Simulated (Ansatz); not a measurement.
`[CH3][SnH2][SiH2]Cl` and `[OH][SnH2][SiH2]Cl` differ in one atom or group.

Ansatz, PBE0-D4/def2-TZVP geometries, multiplicity 1. Each molecule was computed in one conformer, which needn't be the lowest.

Elements past krypton have def2 core potentials.

| property | `[CH3][SnH2][SiH2]Cl` |
| --- | --- |
| HOMO energy (PBE/def2-TZVPP) / eV | -6.57 |
| LUMO energy (B3LYP/def2-TZVPP) / eV | -0.78 |
| size of the dipole moment (ωB97M-V/def2-TZVPP) / D | 1.30 |
| HOMO energy (B3LYP/def2-TZVPP) / eV | -7.46 |
| LUMO energy (PBE0/def2-TZVPP) / eV | -0.60 |
| HOMO energy (PBE0/def2-TZVPP) / eV | -7.66 |

Problem. Give the same properties after the change, and the shifts. (An estimate is asked.)

Solution. The calculation gave: 
```json
{"property": "HOMO energy (PBE/def2-TZVPP) / eV", "`[OH][SnH2][SiH2]Cl`": "-6.40", "shift": "0.17"}
{"property": "LUMO energy (B3LYP/def2-TZVPP) / eV", "`[OH][SnH2][SiH2]Cl`": "-1.20", "shift": "-0.42"}
{"property": "size of the dipole moment (ωB97M-V/def2-TZVPP) / D", "`[OH][SnH2][SiH2]Cl`": "2.46", "shift": "1.16"}
{"property": "HOMO energy (B3LYP/def2-TZVPP) / eV", "`[OH][SnH2][SiH2]Cl`": "-7.47", "shift": "-0.01"}
{"property": "LUMO energy (PBE0/def2-TZVPP) / eV", "`[OH][SnH2][SiH2]Cl`": "-0.98", "shift": "-0.38"}
{"property": "HOMO energy (PBE0/def2-TZVPP) / eV", "`[OH][SnH2][SiH2]Cl`": "-7.68", "shift": "-0.02"}
```

Dipoles are sizes alone; their direction can turn.

B3LYP here is the variant with VWN-RPA as its local correlation; programs differ in this.
